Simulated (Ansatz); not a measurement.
Two isomers of CH7BFNOSi: A = `NBOC[SiH2]F`, B = `C[SiH2]OB(N)F`.

Calculated with Ansatz (gas phase, PBE0-D4/def2-TZVP geometries, no zero-point term in ΔE). CCSD(T)/CBS is the MP2 limit (def2-TZVPP, def2-QZVPP) plus CCSD(T) − MP2 in def2-TZVPP, frozen cores. DFT in def2-TZVPP. B3LYP here is the variant with VWN-RPA as its local correlation; programs differ in this. Each species was taken in one conformer, which may not be the lowest.

A:

Z-matrix (Å, degrees):
```
C
Si 1 1.878
O 1 1.418 2 105.7
H 1 1.098 2 110.7 3 -120.6
H 1 1.099 2 110.6 3 120.6
F 2 1.604 1 108.3 3 -179.8
H 2 1.482 1 110.6 3 61.8
H 2 1.482 1 110.6 3 -61.5
B 3 1.370 1 121.0 2 179.3
N 9 1.400 3 123.1 1 0.1
H 9 1.196 3 116.6 1 -179.9
H 10 1.004 9 121.5 3 -180.0
H 10 1.005 9 124.7 3 0.1
```

B:

```xyz
13

C     1.2996   -2.0034   -0.3974
Si   -0.2688   -1.0285   -0.5852
O    -0.0471    0.4216    0.1788
B    -0.8501    1.5052    0.3480
N    -0.4204    2.6355    1.0509
F    -2.0921    1.4985   -0.1707
H     1.5279   -2.1739    0.6572
H     2.1423   -1.4758   -0.8500
H     1.2043   -2.9763   -0.8868
H    -0.5736   -0.7926   -2.0218
H    -1.4135   -1.7474    0.0357
H    -1.0026    3.4415    1.1828
H     0.4940    2.6957    1.4584
```

Q: Which is lower in electronic energy at CCSD(T)/CBS, and by how much? (An estimate is asked.)

A: Ansatz gave: B, by 213.8 kJ/mol.

Q: Give E(B) − E(A) in kJ/mol with CCSD(T)/def2-TZVPP, HF/def2-TZVPP, PBE-D4, B3LYP-D4, ωB97M-V, MP2/def2-TZVPP, r2SCAN-D4. (Best estimate.)

A: The calculation gave: CCSD(T)/def2-TZVPP -215.3, HF/def2-TZVPP -228.8, PBE-D4 -204.8, B3LYP-D4 -212.1, ωB97M-V -215.2, MP2/def2-TZVPP -219.8, r2SCAN-D4 -219.9. None reverses the order clearly.

Largest T1 diagnostic: 0.012.

From PBE to PBE0 (25 % exact exchange), in def2-TZVPP and without D4, E(B) − E(A) moves by −9.5 kJ/mol. In def2-TZVPP, CCSD(T) changes the Hartree–Fock value by +13.5 kJ/mol (the triples alone add +2.7 kJ/mol) and MP2 by +9.0 kJ/mol.
